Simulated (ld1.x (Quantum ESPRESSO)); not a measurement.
## zirconium PAW: all-electron and pseudo phase curves

Zr, PAW, made with ld1.x (Quantum ESPRESSO) 7.5 (LDA (PZ), fully relativistic). Core [Ar] 3d10, reference 4s2 4p6 4d2 5s2 5p0. Waves: 4s (bound): rcut 1.55, rcutus 2.10 bohr; 5s (bound): rcut 1.55, rcutus 2.10 bohr; 4p (bound): rcut 1.80, rcutus 2.10 bohr; 5p (bound, empty): rcut 1.80, rcutus 2.10 bohr; 4d (bound): rcut 2.20, rcutus 2.45 bohr; 4d channel at 0.1 Ry: rcut 2.20, rcutus 2.45 bohr. Local part: all-electron potential smoothed inside 2.35 bohr (lloc = -1). Core correction: Bessel-smoothed model core inside 2.05 bohr. Augmentation charge: BESSEL, radius 1.15 bohr.

Open shells are filled in proportion to 2j + 1 (rel_dist='average').

The phase is arctan(r·u′/u) with u = r·R(r), unwrapped; energies in Ry, scanned from -6 to 5 Ry. A pole is an energy at which the radial function vanishes at the test radius. The pseudo phase is shifted by a multiple of π to meet the all-electron one at the reference energy, and phase errors are pseudo minus all-electron; the curves can meet again beyond the range given. Levels narrower than the energy grid can be missing from the lists of poles.

```tsv
channel	radius (bohr)	reference energy (Ry)	poles, all-electron	poles, pseudo	unbroken range about the reference energy with phases within 0.05 rad	phase error 1 Ry above the reference energy (rad)
s	2.66	-0.34	-3.94, 2.97	-3.94, -3.47, 2.98	above -3.5	-0.001
p1/2	2.66	-0.12	-2.33, 4.07	-2.33, 3.72	below 4.5	-0.011
p3/2	2.66	-0.11	-2.18, 4.23	-2.18, 3.84	below 4.6	-0.009
d3/2	2.66	-0.28	0.40	0.40	below 2.2	+0.000
d5/2	2.66	-0.27	0.42	0.42	below 2.3	+0.000
```

The ghost test of this file was not conclusive.

Phases in the d5/2 channel:

```csv
E (Ry),all-electron,pseudo
-6.00,1.414,1.415
-5.74,1.411,1.412
-5.48,1.407,1.408
-5.22,1.402,1.403
-4.96,1.397,1.399
-4.70,1.392,1.394
-4.44,1.387,1.388
-4.18,1.381,1.382
-3.92,1.374,1.375
-3.66,1.366,1.367
-3.40,1.357,1.358
-3.14,1.347,1.348
-2.88,1.335,1.336
-2.62,1.321,1.322
-2.36,1.304,1.305
-2.10,1.283,1.284
-1.84,1.255,1.256
-1.58,1.218,1.218
-1.32,1.161,1.162
-1.06,1.067,1.068
-0.80,0.875,0.876
-0.54,0.339,0.339
-0.28,-0.769,-0.769
-0.02,-1.298,-1.298
0.24,-1.493,-1.493
0.50,-1.596,-1.595
0.76,-1.665,-1.664
1.02,-1.721,-1.720
1.28,-1.775,-1.772
1.54,-1.833,-1.827
1.80,-1.903,-1.891
2.06,-1.999,-1.973
2.32,-2.145,-2.087
2.58,-2.397,-2.262
2.84,-2.858,-2.550
3.10,-3.492,-3.006
3.36,-3.961,-3.528
3.62,-4.217,-3.911
3.88,-4.361,-4.141
4.14,-4.452,-4.282
4.40,-4.514,-4.374
4.66,-4.560,-4.439
4.92,-4.595,-4.486
```
